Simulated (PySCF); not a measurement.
## Bond curve of SrTl

Set-up: PySCF, scalar-relativistic core potentials, basis sets Sr def2-SVPD with ECP28, Tl def2-SVPD with ECP60. Energies in eV from Sr + Tl in their ground configurations at the same level. All curves are PBE0. state 1: ²Π (doublet), unpaired electrons π ↑; state 2: ²Σ⁺ (doublet), unpaired electrons σ ↑, a second solution, started from another occupation; state 3: quartet, unpaired electrons σ ↑, π ↑↑, a second solution, started from another occupation; state 4: ⁴Π (quartet), unpaired electrons σ ↑↑, π ↑, a second solution, started from another occupation.

```tsv
R (Å)	state 1	state 2	state 3	state 4
2.987	-0.2571	0.4890	0.0472	0.4611
3.126	-0.4224	0.1824	0.0515	0.3157
3.265	-0.5092	-0.0263	0.1127	0.2484
3.369	-0.5382	-0.1351	0.1821	0.2337
3.473	-0.5451	-0.2123	0.2639	0.2412
3.577	-0.5361	-0.2648	0.3531	0.2650
3.716	-0.5071	-0.3052	0.4777	0.3150
3.890	-0.4550	-0.3218	0.6346	0.3968
4.098	-0.3834	-0.3103	0.8155	0.5107
4.376	-0.2905	-0.2686	1.0356	0.6733
```

**Question.** Put a parabola through the three lowest points of the state 1 curve and estimate Re, k and ωe (reduced mass 61.52 u; 1 eV/Å² = 0.16022 mdyn/Å; ωe = 1302.8·√(k/μ) cm⁻¹).

**Answer.** Through R = 3.369, 3.473, 3.577 Å the second-order coefficient is 0.735 eV/Å², so Re ≈ 3.466 Å, k ≈ 0.236 mdyn/Å and ωe ≈ 81 cm⁻¹. A polynomial fit of higher order to the unrounded PBE0 energies gives Re = 3.461 Å, k = 0.244 mdyn/Å, ωe = 82.0 cm⁻¹; anharmonicity and rounding make the difference.

The higher-order fit for each curve: state 1: Re = 3.461 Å, ωe = 82.0 cm⁻¹, De = 0.55 eV; state 2: Re = 3.907 Å, ωe = 58.1 cm⁻¹, minimum 0.322 eV below the ground-state fragments; state 4: Re = 3.381 Å, ωe = 92.9 cm⁻¹, minimum 0.234 eV above the ground-state fragments. State 3 gave no clean fit.

These are scalar-relativistic numbers at best; spin–orbit coupling would shift them, the dissociation energy most. The state is the lowest determinant that a PBE0 search found; another state may lie lower at other levels.
